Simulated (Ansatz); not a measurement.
methyl(methylsilylmethoxy)silane (C3H12OSi2), SMILES C[SiH2]CO[SiH2]C.

Coordinates come from a B3LYP-D3(BJ)/def2-SVP optimisation. The values are those of a single conformer.

Two levels are set side by side: PBE/def2-SVPD (Ansatz, an electronic-structure program) and CAM-B3LYP/def2-SVPD (Ansatz). Energy differences of separate SCF runs at the same geometry; the states with an electron removed or added have multiplicity 2 and 2. Differences are taken from unrounded values.

```json
[
 {"quantity": "vertical ionisation energy (eV)", "CAM-B3LYP": "9.96", "PBE": "9.26", "PBE minus CAM-B3LYP": "-0.69"},
 {"quantity": "vertical singlet–triplet gap (eV)", "CAM-B3LYP": "7.18", "PBE": "6.20", "PBE minus CAM-B3LYP": "-0.98"}
]
```
